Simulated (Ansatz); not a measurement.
Reaction (isomerisation): `B[SiH](C)CF` → `B[Si](C)(C)F`

Isolated molecules relaxed with PBE0-D4/def2-TZVP in Ansatz; ΔE leaves out vibrations. CCSD(T)/CBS adds triple-zeta CCSD(T) − MP2 to the extrapolated MP2 energy (def2 sets, frozen cores). DFT in def2-TZVPP. B3LYP here is the variant with VWN-RPA as its local correlation; programs differ in this. One conformer a species, not always the lowest.

`B[SiH](C)CF`:

Cartesian coordinates in Å:
```
B 0.693 1.653 -1.000
Si 0.354 0.145 0.285
C 0.721 -1.567 -0.381
C -1.426 0.205 0.952
F -2.324 0.018 -0.104
H 1.482 1.564 -1.896
H 0.146 2.709 -0.861
H 1.236 0.440 1.463
H 1.738 -1.620 -0.777
H 0.030 -1.815 -1.190
H 0.617 -2.326 0.398
H -1.650 1.171 1.417
H -1.617 -0.578 1.693
```

`B[Si](C)(C)F`:

Cartesian coordinates in Å:
```
B -0.353 -0.745 1.848
Si 0.343 0.239 0.239
C 0.995 -0.959 -1.038
C -0.987 1.330 -0.492
F 1.571 1.207 0.645
H -1.269 -1.509 1.720
H 0.091 -0.619 2.951
H 1.805 -1.573 -0.638
H 1.382 -0.412 -1.902
H 0.202 -1.626 -1.383
H -0.595 1.870 -1.358
H -1.840 0.731 -0.821
H -1.347 2.066 0.230
```

```json
{"level": "B3LYP-D4", "ΔE (kcal/mol)": "-59.0", "difference from CCSD(T)/CBS": "2.4"}
{"level": "B2PLYP", "ΔE (kcal/mol)": "-60.5", "difference from CCSD(T)/CBS": "0.9"}
{"level": "PBE", "ΔE (kcal/mol)": "-56.7", "difference from CCSD(T)/CBS": "4.7"}
{"level": "r2SCAN", "ΔE (kcal/mol)": "-60.5", "difference from CCSD(T)/CBS": "0.9"}
{"level": "B3LYP", "ΔE (kcal/mol)": "-58.8", "difference from CCSD(T)/CBS": "2.6"}
{"level": "MP2/def2-TZVPP", "ΔE (kcal/mol)": "-63.2", "difference from CCSD(T)/CBS": "-1.8"}
{"level": "SCS-MP2/def2-TZVPP", "ΔE (kcal/mol)": "-61.5", "difference from CCSD(T)/CBS": "-0.1"}
{"level": "CCSD(T)/def2-TZVPP", "ΔE (kcal/mol)": "-60.4", "difference from CCSD(T)/CBS": "1.0"}
{"level": "HF/def2-QZVPP", "ΔE (kcal/mol)": "-61.1", "difference from CCSD(T)/CBS": "0.3"}
{"level": "HF/CBS(def2)", "ΔE (kcal/mol)": "-61.2", "difference from CCSD(T)/CBS": "0.2"}
{"level": "CCSD(T)/CBS", "ΔE (kcal/mol)": "-61.4", "difference from CCSD(T)/CBS": "0"}
```

Largest T1 diagnostic among the species: 0.011.

From PBE to PBE0 (25 % exact exchange), in def2-TZVPP and without D4, ΔE moves by −1.8 kcal/mol.
